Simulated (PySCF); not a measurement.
Geometries of 2 isomers of C3H6BFO2, from PBE0-D3(BJ)/def2-SVP geometry optimisation, gas phase in PySCF. One conformer each, no zero-point energy, no frequencies.

Task: Which is lower in electronic energy at this level?
A.
```xyz
13
angstrom
C     -2.342    0.937    0.938
C     -1.731    0.070    0.136
O     -0.376    0.008    0.044
B      0.274   -0.839   -0.807
F     -0.423   -1.654   -1.594
O      1.612   -0.873   -0.879
C      2.443   -0.060   -0.088
H     -1.774    1.637    1.554
H     -3.431    0.954    0.984
H     -2.273   -0.642   -0.494
H      3.184    0.429   -0.737
H      2.982   -0.682    0.643
H      1.871    0.710    0.452
```
B.
```xyz
13
angstrom
F     -0.148    0.455   -1.987
C      0.758    0.350   -0.961
C      0.465   -0.921   -0.191
C     -0.894   -0.792    0.469
O     -0.986    0.400    1.223
B     -0.238    1.477    0.895
O      0.644    1.471   -0.157
H      1.764    0.357   -1.411
H      1.255   -1.071    0.562
H      0.484   -1.781   -0.877
H     -1.088   -1.636    1.147
H     -1.684   -0.788   -0.300
H     -0.324    2.477    1.557
```

Result: A. That is `C(=C)OB(OC)F`, 16.4 kcal/mol below the other.

```tsv
SMILES	atoms numbered as above	E (Eh)	relative (kcal/mol)	relative (kJ/mol)	dipole (D)
C=COB(F)OC	[CH2:1]=[CH:2][O:3][B:4]([F:5])[O:6][CH3:7]	-392.47957	0.0	0.0	1.59
F[C@@H]1CCOBO1	[F:1][C@@H:2]1[CH2:3][CH2:4][O:5][BH:6][O:7]1	-392.45342	16.4	68.7	2.90
```

As drawn, the lower has a B–F bond and a C=C bond outside aromatic rings, which the higher lacks.
